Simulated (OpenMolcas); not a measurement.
Computed levels of 4d2 in ions with 38 electrons, in cm-1 above 3F2.

- Program: OpenMolcas
- Method: SS-CASPT2, IPEA 0.25 Eh, imaginary shift 0.1 Eh
- Basis: ANO-RCC-VTZP
- Scalar Hamiltonian: DKH2, point nucleus
- Spin-orbit coupling: RASSI with atomic mean-field integrals over the reference wave functions, term energies averaged over their components

Active space for each ion: 2 electrons in 5 orbitals (4d); closed shells correlated by CASPT2: 4s 4p.

| Level | Mo4+ | Ru6+ | Rh7+ |
| --- | --- | --- | --- |
| 3F3 | 1529 | 2750 | 3540 |
| 3F4 | 3260 | 5700 | 7260 |
| 1D2 | 10060 | 13160 | 15100 |
| 3P0 | 11770 | 14360 | 16020 |
| 3P1 | 12400 | 15570 | 17630 |
| 3P2 | 13810 | 18370 | 21360 |
| 1G4 | 16920 | 21630 | 24570 |
| 1S0 | 38080 | 48600 | 54100 |

Q: Estimate 3F4, 1D2, 3P0 for Tc5+ from its neighbours Mo4+ and Ru6+.

A: 3F4 is fine structure, which grows about as the fourth power of a screened charge, so the fourth roots are averaged: ((3260^0.25 + 5700^0.25) / 2)^4 = 4353. The calculation gives 4400, so the estimate is off by -1.1 %.
1D2 is another term, which grows about linearly with the charge: (10060 + 13160) / 2 = 11610. The calculation gives 11730, so the estimate is off by -1.0 %.
3P0 is another term, which grows about linearly with the charge: (11770 + 14360) / 2 = 13065. The calculation gives 13180, so the estimate is off by -0.9 %.

Mixed levels, with the weight of the term that names them: Ru6+ 1D2 (74 %), Rh7+ 1D2 (69 %), Rh7+ 3P2 (72 %).

Term energies are means over components that CASPT2 splits; among the terms shown or strongly mixed into the levels shown the widest spread is 640 cm-1 (4d2 3F, Rh7+). Terms from blocks run as CI alone lack orbitals of their own. Levels of configurations outside the active space are missing.
